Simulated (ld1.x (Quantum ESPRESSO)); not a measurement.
The numbers below are computed, except where a source is named.
**Potentials for phosphorus (P) compared**

Generated with ld1.x 7.5 (TM, RRKJ, ultrasoft, PAW), atompaw 4.2 or ONCVPSP 4.0.1. The cutoff is in Ry: for ld1.x and atompaw files where the sum of valence levels is converged to 10 mRy in a Bessel basis, for ONCV files where the hardest occupied wave has 1 mHa per electron of residual kinetic energy. The error is the largest all-electron minus pseudo excitation energy over each file’s own four to seven test configurations (ionisations up to +4, promotions, holes and added fractions of an electron), all of which were solved. The labels leave out finer settings (local radius, basis sizes, second energies), which also bear on the numbers. Spin-polarised tests are not counted. The rows are a selection from randomly drawn settings: files with unsolved tests, undetermined cutoffs or missed reference levels are left out.

| potential | cutoff (Ry) | largest error (meV) | bound ghosts |
| --- | --- | --- | --- |
| ultrasoft, LDA (PZ), scalar-relativistic, rc 1.50/1.55/1.65 (spd), local smoothed, core correction no, reference 3s2 3p2.5 | 15 | +331 | none |
| TM, PBE, non-relativistic, rc 1.25/1.20/1.25 (spd), local smoothed, core correction yes, reference 3s2 3p1 | 70 | +208 | none |
| TM, LDA (PZ), scalar-relativistic, rc 1.55/1.90/1.55 (spd), local s, core correction yes, reference 3s2 3p3 | 21 | +75 | none |
| TM, PBE, scalar-relativistic, rc 1.30/1.80/1.90 (spd), local p, core correction yes, reference 3s1 3p4 | 25 | +142 | none |
| RRKJ, PBE, scalar-relativistic, rc 1.65/1.45 (sp), local p, core correction yes, reference 3s1 3p4 | 40 | +108 | none |
| PAW, PBEsol, non-relativistic, rc 1.45/1.40 (sp), local smoothed, core correction yes, reference 3s2 3p3 | 18 | -134 | none |

Problem. Fill in the row for P: PAW, PBEsol, scalar-relativistic, rc 1.85/2.15 (sp), local smoothed, core correction yes, reference 3s1 3p4.

Solution. cutoff 12 Ry, largest error -122 meV, bound ghosts: none.

Problem. Fill in the row for P: PAW, revPBE, scalar-relativistic, rc 1.45/2.10 (sp), local smoothed, core correction yes, reference 3s2 3p3.

Solution. cutoff 18 Ry, largest error -32 meV, bound ghosts: none.

Problem. Fill in the row for P: TM, BP86, non-relativistic, rc 1.60/1.85 (sp), local s, core correction yes, reference 3s2 3p3.

Solution. cutoff 25 Ry, largest error +157 meV, bound ghosts: none.
